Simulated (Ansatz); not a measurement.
H$_{7}$GeN$_{3}$, singlet, at a GFN2-xTB geometry, with bond 7-2 at 1.8 times its length; CASSCF(2,3)/STO-3G in Ansatz (a program for electronic structure).

Ansatz was given this input:
Ansatz 0.2 input:
```yaml
crystal:
  periodic: [false, false, false]
  atoms:
    - {symbol: Ge, position_ang: [0.00598678, -0.03170355, 0.26933746]}
    - {symbol: N, position_ang: [-0.47681211, 1.70580474, -0.01071466]}
    - {symbol: N, position_ang: [1.64018903, -0.41793501, -0.40518603]}
    - {symbol: N, position_ang: [-1.10315545, -1.16777711, -0.63726581]}
    - {symbol: H, position_ang: [0.08921045, -0.19531300, 1.76617118]}
    - {symbol: H, position_ang: [-1.23854384, 2.05763139, 0.54955579]}
    - {symbol: H, position_ang: [-0.81670654, 2.13871815, -1.74517196]}
    - {symbol: H, position_ang: [2.37510429, 0.22826098, -0.15712321]}
    - {symbol: H, position_ang: [1.66843899, -0.55521271, -1.40584587]}
    - {symbol: H, position_ang: [-2.06928361, -1.18730332, -0.34279812]}
    - {symbol: H, position_ang: [-0.77241099, -2.12050999, -0.68229111]}
basis:
  gaussian:
    orbitals: STO-3G
hamiltonian:
  xc: hf
magnetization: {spin_polarized: false}
correlation: {active_space: {window: {electrons: 2, orbitals: 3}}}
```

Output, abridged:

```
Functional definition: HF
485 factors; integrals over basis functions are off by at most 3.9e-5 eV
mean field evaluation 1: about -60321.9992 eV, gradient 2.3e1 eV
mean field evaluation 2: about -60322.0878 eV, gradient 2.3e1 eV
mean field evaluation 4: about -60324.0886 eV, gradient 2.5e0 eV
mean field evaluation 8: about -60324.1264 eV, gradient 1.4e-1 eV
mean field -60324.12694391 eV, -2216.8707760269 hartree, gradient 3.9e-6 eV, S^2 0.000000; 0 other end points of the search recorded, 0 dependent functions left out
reference -60324.12694391 eV, -2216.8707760269 hartree; 30, 30 occupied and 10, 10 virtual orbitals, 485 factors
state -60326.70603288 eV, -2216.9655557984 hartree
Total energy: -60326.70603288 eV, -2216.9655557984 hartree
```
